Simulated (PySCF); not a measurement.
Vertical excitations of a molecule C3H7NOSi from PySCF with TDDFT-LC-ωPBE/def2-SVPD, as energy in eV (oscillator strength): 7.40 (0.002), 7.75 (0.022), 7.97 (0.016), 8.05 (0.006), 8.52 (0.004), 8.68 (0.010), 9.12 (0.019), 9.21 (0.044), 9.25 (0.132), 9.45 (0.004). Lowest triplet (TDA): 6.14 eV. Geometry optimised at B3LYP-D3(BJ)/def2-SVP. Other conformers were not sampled.

Question: Identify the compound among the candidates.
A. C/N=C1/OC[SiH2]1
B. C[C@@H](C#N)[SiH2]O
C. CO[Si@H]1C=NC1
D. O=C/C=N/C[SiH3]

Answer: B, C[C@@H](C#N)[SiH2]O
